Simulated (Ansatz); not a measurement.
Cost and result for the atomization energy of C$_{2}$H$_{5}$ClO$_{2}$Si, SMILES `Cl[SiH2]OC1CO1` (11 atoms, 11 bonds).

Z-matrix (Å, degrees):
```
Si
O 1 1.641
Cl 1 2.053 2 110.1
H 1 1.474 2 105.3 3 117.4
H 1 1.476 2 112.1 3 -119.1
C 2 1.376 1 125.2 3 57.4
C 6 1.451 2 119.0 1 128.7
O 6 1.398 2 117.0 1 59.3
H 6 1.088 2 113.3 1 -78.4
H 7 1.086 6 117.9 2 -3.0
H 7 1.086 6 120.6 2 151.2
```

Total charge 0; spin multiplicity 1. Geometry: relaxed with PBE0-D4/def2-TZVP. It is one conformer, not always the lowest. Program: Ansatz. All runs use 4 threads of an Arm Neoverse V1 on a shared host. Times are those of one run each, without the atoms' runs, and a repeat can differ threefold. Electronic energies, without spin–orbit coupling; frozen cores. CCSD(T)/CBS adds CCSD(T) − MP2 in def2-TZVPP to the MP2 limit, and its time is that of the two runs behind it. T1 = 0.012. B3LYP takes the VWN-RPA correlation (the form of Gaussian; ORCA's B3LYP/G).

CCSD(T)/CBS is a level of theory with its own doubt, some kJ/mol a heavy atom from the limit and from the frozen cores, so smaller differences don't rank the functionals.

| level | functions | wall time | atomization (kcal/mol) | difference from CCSD(T)/CBS | per bond |
| --- | --- | --- | --- | --- | --- |
| PBE-D4/def2-TZVPP (with forces) | 278 | 3.2 s | 1031.7 | 24.6 | 2.2 |
| PBE0-D4/def2-TZVPP | 278 | 4 s | 1008.1 | 1.0 | 0.1 |
| r2SCAN-D4/def2-TZVPP (with forces) | 278 | 6 s | 1011.6 | 4.5 | 0.4 |
| B3LYP-D4/def2-TZVPP (with forces) | 278 | 6.5 s | 1000.8 | -6.3 | -0.6 |
| B2PLYP/def2-TZVPP | 278 | 7 s | 992.9 | -14.2 | -1.3 |
| ωB97X-V/def2-TZVPP | 278 | 10 s | 1012.1 | 5.0 | 0.5 |
| ωB97M-V/def2-TZVPP (with forces) | 278 | 15 s | 1011.0 | 3.9 | 0.4 |
| MP2/def2-QZVPP | 518 | 30 s | 1023.1 | 16.0 | 1.5 |
| CCSD(T)/def2-TZVPP | 278 | 5 min | 977.4 | -29.7 | -2.7 |
| CCSD(T)/CBS(def2) | – | 5.5 min | 1007.1 | 0.0 | 0.0 |

In def2-TZVPP, CCSD(T) changes the Hartree–Fock value by +267.4 kcal/mol (the triples alone add +18.1 kcal/mol) and MP2 by +295.5 kcal/mol; breaking electron pairs costs correlation energy, which Hartree–Fock lacks. From PBE to PBE0 (25 % exact exchange), in def2-TZVPP and without D4, the atomization energy moves by −22.7 kcal/mol: exact exchange takes away binding that semilocal exchange gives to molecules. The D4 term adds +9.6 kcal/mol with B3LYP and +5.1 kcal/mol with PBE0; it sums over pairs of atoms, weighted by their polarisabilities, and B3LYP, whose exchange is more repulsive, gets the larger term.
